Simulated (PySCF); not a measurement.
# Relaxation of singlet YF3

These are results of B3LYP/[Y def2-TZVP with ECP28, F def2-TZVP], scalar-relativistic core potentials, density fitting, no spin–orbit coupling, PySCF, not measurements. A (50,194) grid was used.

A hand-made trigonal planar start, of D3h symmetry, held to at least that symmetry:

Coordinates in bohr (charge 0 multiplicity 1):
```
Y     0.0000    0.0000    0.0000
F     4.2897    0.0000    0.0000
F    -2.1449    3.7150    0.0000
F    -2.1449   -3.7150    0.0000
```

What forces act on the atoms at the start (eV/Å)?


```csv
atom,Fx,Fy,Fz
Y1,0.08,0.00,0.00
F2,-3.30,0.00,0.00
F3,1.61,-2.86,0.00
F4,1.61,2.86,0.00
```

What does it relax to?

It ends at D3h with Y–F 2.010 Å (×3); F–Y–F 120.0° (×3) (after a last refinement on a finer grid). A frequency run shows a minimum. Other isomers or separated fragments may lie lower.

How much energy is released, and in how many steps?

148.9 kJ/mol in 5 steps.
